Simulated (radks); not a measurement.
Question: The mean radii <r> (bohr) of the occupied orbitals of an atom or ion are listed with their occupations. Method: scalar-relativistic Kohn-Sham, PBE, spin-polarised, spherical densities, finite nucleus; Fermi nuclear charge, rms radius of each element as measured or else 0.836 A^(1/3) + 0.57 fm; computed with a radial shooting solver on a logarithmic mesh with Libxc functionals.

orbital  occ.      <r>
1s up       1  0.02274
1s down     1  0.02274
2s up       1  0.09701
2s down     1  0.09701
2p up       3  0.08547
2p down     3  0.08547
3s up       1   0.2550
3s down     1   0.2548
3p up       3   0.2534
3p down     3   0.2532
3d up       5   0.2311
3d down     5   0.2308
4s up       1   0.5794
4s down     1   0.5792
4p up       3   0.6135
4p down     3   0.6133
4d up       5   0.6710
4d down     5   0.6714
5s up       1    1.403
5s down     1    1.426
5p up       3    1.649
5p down     3    1.688
6s up       1    4.274
4f up       6   0.9933
6s down     1    4.419

Name the element and its charge. Open shells, if any, are filled with parallel spins first.

Answer: Z = 62, samarium, charge 0: Sm in [Xe] 4f6 6s2. The 1s radius gives Z: for a bare nucleus <r> = (2 gamma + 1)/(2Z) with gamma = sqrt(1 - (Z/c)^2), 0.02245 bohr for Z = 62, and screening makes it slightly larger (0.02274 here). The occupations add up to 62, and the charge is Z minus that.
